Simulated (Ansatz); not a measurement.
Geometry optimisation, Ansatz, RKS revPBE/def2-SVP.

The input (input.yaml):

```yaml
crystal:
  periodic: [false, false, false]
  atoms:
    - { symbol: B, position_ang: [0.018646, -0.482459, -0.370558] }
    - { symbol: H, position_ang: [0.004916, 0.131102, 1.944472] }
    - { symbol: F, position_ang: [1.157074, 0.156044, -0.624467] }
    - { symbol: F, position_ang: [-1.143788, 0.114563, -0.61619] }
    - { symbol: F, position_ang: [0.043313, -1.740486, 0.054241] }
    - { symbol: H, position_ang: [0.02574, -0.581363, 1.842903] }
basis:
  gaussian: { orbitals: def2-SVP }
hamiltonian:
  xc: revpbe
relax:
  f_tol: 0.03
  max_steps: 50
output:
  orbitals: {}
```

Run as:

```bash
$ ansatz run input.yaml --threads 1 --pin off --max-ram 2048MiB --backend cpu --events-out ev --progress --plain --runs-dir out
```

Where does it end, and by what steps?

It converged. After 6 steps the energy has fallen by 0.169 eV; H6 moved furthest, 0.57 Å.

```
step  energy less start (eV)  largest force component (eV/Å)  accepted
   0                  0.0000                           1.812       yes
   1                 -0.1276                           0.156       yes
   2                 -0.1295                           0.866       yes
   3                 -0.1631                           0.290       yes
   4                 -0.1658                           0.275       yes
   5                 -0.1680                           0.113       yes
   6                 -0.1687                           0.013       yes
```

```xyz
6
Properties=species:S:1:pos:R:3
B 0.019 -0.535 -0.655
H 0.005 0.251 2.454
F 1.158 0.119 -0.864
F -1.144 0.076 -0.857
F 0.044 -1.801 -0.253
H 0.024 -0.513 2.406
```

Run time: 9 s on 1 thread of Arm Neoverse V2, with other jobs on the host, peak memory 0.11 GiB.
